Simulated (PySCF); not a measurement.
Work out the structure from these simulated measurements.

Formula: CH9NSi4.

* Triplet: lowest triplet excitation (Tamm–Dancoff): 5.53 eV [TDA B3LYP/def2-SVPD]
* NMR, other nuclei: isotropic shieldings of nuclei other than C and H, by class: -115 (1 N), 445 (1 Si), 456 (1 Si), 466 (1 Si), 469 (1 Si) ppm [GIAO PBE0/pcSseg-1]
* Polarisability: 134.1 au [B3LYP/def2-SVPD]
* Rotational structure: rotational constants A, B, C: 1.552, 1.052, 0.795 GHz [PBE0-D3(BJ)/def2-SVP]
* 1H NMR: chemical shifts (computed TMS as zero) by class: 4.32 (2 H), 3.79 (2 H), 3.72 (3 H), 3.58 (2 H) ppm [GIAO PBE0/pcSseg-1]
* 13C NMR: chemical shifts (computed TMS as zero) by class: 124.2 (1 C) ppm [GIAO PBE0/pcSseg-1]
* UV, first state: lowest singlet excitation: 5.97 eV (208 nm, f = 0.007) [TDDFT B3LYP/def2-SVPD]

Gas-phase values; electronic properties from PySCF, density fitting. Levels stand in brackets. The structure is a single PBE0-D3(BJ)/def2-SVP conformer in the gas phase; no vibrational or solvent corrections. NMR classes are plain means over equivalent atoms (diastereotopic ones count apart unless rotation or inversion swaps them), as if these changed places fast.

Question: What is the compound? Reason from the data.

Answer: Numbering: `[N:1]#[C:2][SiH2:3][SiH2:4][SiH2:5][SiH3:6]`. Its formula, CH9NSi4, gives 2 degrees of unsaturation: 0 rings and 2 π bonds in the structure found. The one carbon: cyano carbon [C2] (124.2 ppm). Hydrogen classes from least to most shielded: 2 H on an SiH2 silicon, Si3 (4.32 ppm), 2 H on an SiH2 silicon, Si5 (3.79 ppm), 3 H on an SiH3 silicon, Si6 (3.72 ppm), 2 H on an SiH2 silicon, Si4 (3.58 ppm). The other shieldings belong to: -115 ppm, cyano nitrogen [N1]; 445 ppm, SiH2 silicon [Si3]; 456 ppm, SiH3 silicon [Si6]; 466 ppm, SiH2 silicon [Si5]; 469 ppm, SiH2 silicon [Si4]. S1 is mainly HOMO→LUMO (weight 0.88); the largest Löwdin shares of the orbital it empties are 0.30 on an SiH2 silicon, 0.25 on an SiH2 silicon, 0.17 on the SiH3 silicon and 0.07 on an SiH2 silicon, of the orbital it fills 0.22 on an SiH2 silicon, 0.17 on the cyano carbon, 0.16 on the cyano nitrogen and 0.16 on an SiH2 silicon. The optimised geometry has point group C1 and is an asymmetric top. Structure: `N#C[SiH2][SiH2][SiH2][SiH3]`. The assignments are read from this structure; whether some other isomer fits the data as well wasn't checked.

Shape of the structure used: `[N:1]#[C:2][SiH2:3][SiH2:4][SiH2:5][SiH3:6]`: C2–Si3–Si4–Si5 -26°, Si3–Si4–Si5–Si6 -54°.
